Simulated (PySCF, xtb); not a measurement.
CH₅FGeO, SMILES C[O][GeH2][F].

xtb with GFN2-xTB at its own geometry gives an orbital gap of 7.69 eV and a dipole moment of 2.30 D.

Geometry optimised at ωB97X-D3(BJ)/def2-SVP. This is a generated structure with no PubChem entry under its InChIKey; it may be hypothetical. Other conformers were not sampled.

### Question
What does r2SCAN/def2-TZVP run with PySCF give? (Estimate from the structure and the level; the computed values follow.)

### Answer
gap 7.00 eV (levels -7.10 and -0.09 eV), dipole 1.77 D.
